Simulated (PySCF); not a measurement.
Calculation: B3LYP-D3(BJ)/def2-TZVP // PBE0-D4/def2-TZVP (PySCF 2.14.0). Gas-phase values, no solvent. One relaxed conformer stands for a flexible species; it need not be the lowest. B3LYP has the VWN-RPA correlation part, as in Gaussian. Delta-SCF ions had no search for a lower state. Excitations are Tamm–Dancoff values on a coarser integration grid. The basis has no diffuse functions, so Rydberg states are missing or too high.

Reference species (SMILES): `CN([SiH2]O)C` (C–N–Si–O torsion -73°, N–Si–O–H torsion -68°) (neutral, multiplicity 1).

```
Item                                      Value
--------------------------------------  -------
vertical ionisation energy (Delta-SCF)  8.56 eV
T1 excitation (TDA)                     5.42 eV
```

Changed species: `O[SiH2]O` (H–O–Si–O torsion -66°, O–Si–O–H torsion -66°) (X = hydroxy; the reference has X = dimethylamino).

Question: What does the change do to the vertical ionisation energy (Delta-SCF) and T1 excitation (TDA)?

Answer: the vertical ionisation energy (Delta-SCF) rises by 2.73 eV, to 11.29 eV; the T1 excitation (TDA) rises by 1.94 eV, to 7.36 eV.
